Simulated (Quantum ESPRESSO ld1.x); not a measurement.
Results of a calculation; reference values are marked as such.
Pm IV, configuration [Xe] 4f4. Level of theory: Dirac Kohn-Sham, relativistic LDA (MacDonald-Vosko exchange, VWN5 correlation), spin-unpolarised, spherical densities, point nucleus; open shells are shared between the two j in proportion to 2j + 1 (ld1.x of Quantum ESPRESSO 7.5).

Normalised radial functions P(r) = r R(r) (large component), r in bohr:

```
   r/bohr * 5d3/2, o 6p3/2 (the largest magnitude, 0.739, reaches the edge; | marks zero, & curves that meet)
 0.004595                             &
 0.006277                             &
 0.008575                             &
  0.01172                             *o
    0.016                             *o
  0.02186                             * o
  0.02987                             |* o
  0.04081                             |* o
  0.05575                             |  *o
  0.07616                             | o  *
   0.1041                             o      *
   0.1421                         o   |       *
   0.1942                        o    |      *
   0.2653                           o |*
   0.3624                     *       |   o
   0.4952                *            |       o
   0.6765                     *       |  o
   0.9242                      o      |    *
    1.263                o            |                  *
    1.725                        o    |                          *
    2.356                             |         o              *
    3.219                             |              *      o
    4.398                             |     *            o
    6.008                             |*       o
    8.208                             * o
    11.21                             &
    15.32                             &
```

5d3/2 (empty): eigenvalue -24.698 eV, 2 radial nodes at r = 0.274, 0.839 bohr, <r> = 2.21 bohr, 90 % of the charge inside 3.29 bohr. 6p3/2 (empty): eigenvalue -16.278 eV, 4 radial nodes at r = 0.102, 0.300, 0.741, 1.93 bohr, <r> = 3.80 bohr, 90 % of the charge inside 5.40 bohr.
